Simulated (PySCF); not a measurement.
# BeF: everyday levels beside a composite calculation

PySCF; the state is a doublet (σ ↑). The composite is CCSD(T) extrapolated to the basis-set limit from two correlation-consistent sets, with core-valence (CV) and scalar-relativistic (SR) terms as its label shows; it has no spin–orbit coupling and nothing beyond (T). Here it is CCSD(T)/CBS(TQ)+CV+SR. It gives Re = 1.362 Å, ωe = 1266 cm⁻¹ and De = 5.93 eV to Be + F.

```tsv
level	basis	relativity	Re (Å)	ωe (cm⁻¹)	De (eV)
UHF-SCS-MP2	x2c-TZVPPall	spin-free X2C	1.379	1220	5.83
UHF-CCSD	pcseg-2	no relativity	1.368	1265	5.64
UHF-CCSD	aug-cc-pVDZ	no relativity	1.406	1191	5.31
UHF-CCSD	x2c-TZVPPall	spin-free X2C	1.372	1239	5.34
LDA	pcseg-1	no relativity	1.386	1218	6.79
PBE	pcseg-2	no relativity	1.380	1222	6.31
PBE	def2-TZVP	no relativity	1.382	1196	6.19
PBEsol	x2c-TZVPPall	spin-free X2C	1.379	1203	6.42
BHandHLYP	STO-3G	no relativity	1.306	1511	5.86
M06-2X	aug-cc-pVDZ	no relativity	1.391	1232	5.81
```

Problem. Give the difference of each row from the composite.

Solution. 

```tsv
level	basis	ΔRe (pm)	Δωe (%)	ΔDe (eV)
UHF-SCS-MP2	x2c-TZVPPall	+1.7	-3.6	-0.10
UHF-CCSD	pcseg-2	+0.6	-0.1	-0.29
UHF-CCSD	aug-cc-pVDZ	+4.4	-5.9	-0.62
UHF-CCSD	x2c-TZVPPall	+1.0	-2.1	-0.59
LDA	pcseg-1	+2.4	-3.8	+0.86
PBE	pcseg-2	+1.8	-3.5	+0.38
PBE	def2-TZVP	+2.0	-5.5	+0.26
PBEsol	x2c-TZVPPall	+1.7	-5.0	+0.49
BHandHLYP	STO-3G	-5.6	+19.4	-0.07
M06-2X	aug-cc-pVDZ	+2.9	-2.7	-0.12
```

Problem. Which rows come closest in De?

Solution. BHandHLYP in STO-3G (-0.07 eV), counted from the composite.

Correlated steps freeze the inner cores (1 to 2 orbitals); shallow outer-core shells are correlated. Correlated levels converge slowly with the basis: in double zeta they bind strong bonds too weakly, by up to about 1 eV, and carry superposition errors of some tenths. STO-3G is very small, so such numbers show the basis as much as the molecule. The state was picked by a PBE0 search and need not be the measured ground state.
